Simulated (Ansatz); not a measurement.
Gas-phase electronic energies from Ansatz, PBE0-D4/def2-TZVP geometries. CCSD(T)/CBS adds triple-zeta CCSD(T) − MP2 to the extrapolated MP2 energy (def2 sets, frozen cores). Functionals use def2-TZVPP. Each species was taken in one conformer, which may not be the lowest.

`CO[B]([AlH2])[SiH3]` + `C=CC(C)=S` → `CO[B](C)[AlH2]` + `C=CC([SiH3])=S`  (formal exchange of groups at a B–Si bond)

```
             level  ΔE (kJ/mol)
            B2PLYP        -36.8
               PBE        -27.0
            r2SCAN        -32.3
     HF/def2-TZVPP        -34.8
    MP2/def2-TZVPP        -41.9
   CCSD/def2-TZVPP        -35.0
CCSD(T)/def2-TZVPP        -35.5
     MP2/CBS(def2)        -43.2
```

(1) What does CCSD(T)/CBS give? (Best estimate.)

Largest T1 diagnostic among the species: 0.017.

Results:

(1) The calculation gave: -36.8 kJ/mol. The listed levels differ from it by 0.0, 9.8, 4.5, 2.0, -5.1, 1.8, 1.3, -6.4 kJ/mol.
